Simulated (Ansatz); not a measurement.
Consider the redistribution: `F[SiH](Cl)S[SiH2]Cl` + `[F][In]([Cl])[O][SiH3]` → `F[SiH](F)S[SiH2]Cl` + `[SiH3][O][In]([Cl])[Cl]`.

Program: Ansatz. Geometries: PBE0-D4/def2-TZVP. ΔE: electronic, gas phase. CCSD(T)/CBS adds triple-zeta CCSD(T) − MP2 to the extrapolated MP2 energy (def2 sets, frozen cores). Functionals use def2-TZVPP. B3LYP here is the variant with VWN-RPA as its local correlation; programs differ in this. Elements past krypton have def2 core potentials. For In outer-core shells are correlated without core-valence functions, which leaves a few kJ/mol of doubt a bond. Each species was taken in one conformer, which may not be the lowest.

```json
{"level": "PBE-D4", "ΔE (kcal/mol)": "-23.4", "difference from CCSD(T)/CBS": "3.4"}
{"level": "r2SCAN-D4", "ΔE (kcal/mol)": "-26.1", "difference from CCSD(T)/CBS": "0.7"}
{"level": "PBE0-D4", "ΔE (kcal/mol)": "-25.7", "difference from CCSD(T)/CBS": "1.1"}
{"level": "B3LYP-D4", "ΔE (kcal/mol)": "-26.0", "difference from CCSD(T)/CBS": "0.8"}
{"level": "ωB97X-V", "ΔE (kcal/mol)": "-25.7", "difference from CCSD(T)/CBS": "1.1"}
{"level": "ωB97M-V", "ΔE (kcal/mol)": "-26.3", "difference from CCSD(T)/CBS": "0.5"}
{"level": "B2PLYP", "ΔE (kcal/mol)": "-26.9", "difference from CCSD(T)/CBS": "-0.1"}
{"level": "PBE", "ΔE (kcal/mol)": "-23.9", "difference from CCSD(T)/CBS": "2.9"}
{"level": "r2SCAN", "ΔE (kcal/mol)": "-26.2", "difference from CCSD(T)/CBS": "0.6"}
{"level": "PBE0", "ΔE (kcal/mol)": "-26.2", "difference from CCSD(T)/CBS": "0.6"}
{"level": "B3LYP", "ΔE (kcal/mol)": "-26.8", "difference from CCSD(T)/CBS": "0.0"}
{"level": "HF/def2-TZVPP", "ΔE (kcal/mol)": "-31.5", "difference from CCSD(T)/CBS": "-4.7"}
{"level": "MP2/def2-TZVPP", "ΔE (kcal/mol)": "-27.2", "difference from CCSD(T)/CBS": "-0.4"}
{"level": "SCS-MP2/def2-TZVPP", "ΔE (kcal/mol)": "-27.4", "difference from CCSD(T)/CBS": "-0.6"}
{"level": "CCSD/def2-TZVPP", "ΔE (kcal/mol)": "-28.4", "difference from CCSD(T)/CBS": "-1.6"}
{"level": "CCSD(T)/def2-TZVPP", "ΔE (kcal/mol)": "-27.6", "difference from CCSD(T)/CBS": "-0.8"}
{"level": "HF/def2-QZVPP", "ΔE (kcal/mol)": "-31.4", "difference from CCSD(T)/CBS": "-4.6"}
{"level": "MP2/def2-QZVPP", "ΔE (kcal/mol)": "-26.8", "difference from CCSD(T)/CBS": "0.0"}
{"level": "SCS-MP2/def2-QZVPP", "ΔE (kcal/mol)": "-26.9", "difference from CCSD(T)/CBS": "-0.1"}
{"level": "HF/CBS(def2)", "ΔE (kcal/mol)": "-31.4", "difference from CCSD(T)/CBS": "-4.6"}
{"level": "MP2/CBS(def2)", "ΔE (kcal/mol)": "-26.4", "difference from CCSD(T)/CBS": "0.4"}
{"level": "CCSD/CBS(def2)", "ΔE (kcal/mol)": "-27.6", "difference from CCSD(T)/CBS": "-0.8"}
{"level": "CCSD(T)/CBS", "ΔE (kcal/mol)": "-26.8", "difference from CCSD(T)/CBS": "0"}
```

Largest T1 diagnostic among the species: 0.015.

From PBE to PBE0 (25 % exact exchange), in def2-TZVPP and without D4, ΔE moves by −2.3 kcal/mol. In def2-TZVPP, CCSD(T) changes the Hartree–Fock value by +3.9 kcal/mol (the triples alone add +0.8 kcal/mol) and MP2 by +4.2 kcal/mol.
